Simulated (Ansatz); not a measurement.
One change: `C=C[SiH2][SiH2]F` becomes `OB[SiH2][SiH2]F`.

Ansatz, PBE0-D4/def2-TZVP geometries, multiplicity 1. Each molecule was computed in one conformer, which needn't be the lowest.

```csv
property,`C=C[SiH2][SiH2]F`
HOMO–LUMO gap (ωB97M-V/def2-TZVPP) / eV,10.80
size of the dipole moment (PBE/def2-TZVPP) / D,1.40
size of the dipole moment (ωB97M-V/def2-TZVPP) / D,1.50
HOMO energy (PBE/def2-TZVPP) / eV,-6.60
LUMO energy (PBE/def2-TZVPP) / eV,-1.81
LUMO energy (B3LYP/def2-TZVPP) / eV,-1.06
```

(1) Give the same properties after the change, and the shifts. (Estimate.)

## Answers

(1) Ansatz gave: 
```
                                          property  `OB[SiH2][SiH2]F`  shift
           HOMO–LUMO gap (ωB97M-V/def2-TZVPP) / eV              10.37  -0.43
    size of the dipole moment (PBE/def2-TZVPP) / D               1.34  -0.06
size of the dipole moment (ωB97M-V/def2-TZVPP) / D               1.54   0.04
                 HOMO energy (PBE/def2-TZVPP) / eV              -6.48   0.12
                 LUMO energy (PBE/def2-TZVPP) / eV              -2.25  -0.44
               LUMO energy (B3LYP/def2-TZVPP) / eV              -1.49  -0.43
```

Dipoles are sizes alone; their direction can turn.

B3LYP here is the variant with VWN-RPA as its local correlation; programs differ in this.
